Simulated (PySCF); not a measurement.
C4H8Ge (SMILES C=[CH][GeH2][CH]=C), singlet, geometry from GFN2-xTB.

Here is a job for PySCF.
```python
from pyscf import gto, scf, dft

mol = gto.M(
    atom='''
Ge    0.067143   -0.360082    0.359111
C    -1.658920    0.091715   -0.433443
C    -2.676963    0.602860    0.238635
C     1.497512    0.731104   -0.399179
C     2.524875    0.248503   -1.078106
H    -0.023333   -0.147392    1.846401
H     0.394877   -1.808992    0.117012
H    -1.762770   -0.079496   -1.498406
H    -3.617560    0.854587   -0.229058
H    -2.611091    0.789447    1.299542
H     1.416494    1.802170   -0.255848
H     3.296540    0.878955   -1.495126
H     2.639238   -0.811770   -1.243519
''',
    basis='def2-sv(p)',
    charge=0,
    spin=0,
    verbose=4,
    max_memory=1800,
)

mf = dft.RKS(mol)
mf.xc = 'camb3lyp'
mf = mf.density_fit(auxbasis='def2-universal-jkfit')
mf.kernel()
```

What does this run give for the total energy, nuclear repulsion energy, number of basis functions, Mulliken (on the basis functions themselves) charges in atom order, dipole moment?


```json
{
  "total_energy": "-2233.8031 Eh",
  "nuclear_repulsion_energy": "323.3375 Eh",
  "number_of_basis_functions": "104",
  "Mulliken (on the basis functions themselves) charges in atom order": "Ge1 0.30, C2 -0.23, C3 -0.19, C4 -0.23, C5 -0.19, H6 -0.03, H7 -0.03, H8 0.10, H9 0.10, H10 0.11, H11 0.10, H12 0.10, H13 0.11",
  "dipole_moment": "0.56 D"
}
```
